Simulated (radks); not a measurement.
Species: La+. Configuration: [Xe] 5d2. Calculated with a radial shooting solver on a logarithmic mesh with Libxc functionals: Dirac Kohn-Sham, BLYP, spin-unpolarised, spherical densities, finite nucleus; open shells are shared between the two j in proportion to 2j + 1; Fermi nuclear charge, rms radius 4.855 fm.

Normalised radial functions P(r) = r R(r) (large component), r in bohr:

```
   r/bohr * 4d5/2 (the largest magnitude, 1.23, reaches the edge; | marks zero)
 0.002905                             *
 0.003906                             *
 0.005252                             *
 0.007061                             *
 0.009493                             *
  0.01276                             *
  0.01716                             *
  0.02326                             |*
  0.03127                             |*
  0.04204                             | *
  0.05652                             |   *
  0.07599                             |      *
   0.1022                             |          *
   0.1374                             |              *
   0.1861                             |              *
   0.2503                             |         *
   0.3365                          *  |
   0.4524           *                 |
   0.6082  *                          |
   0.8177   *                         |
    1.099             *               |
     1.49                      *      |
    2.003                           * |
    2.693                             *
    3.621                             *
    4.868                             *
    6.546                             *
      8.8                             *
```

4d5/2: eigenvalue -106.07 eV, 1 radial node at r = 0.317 bohr, <r> = 0.772 bohr, 90 % of the charge inside 1.16 bohr.
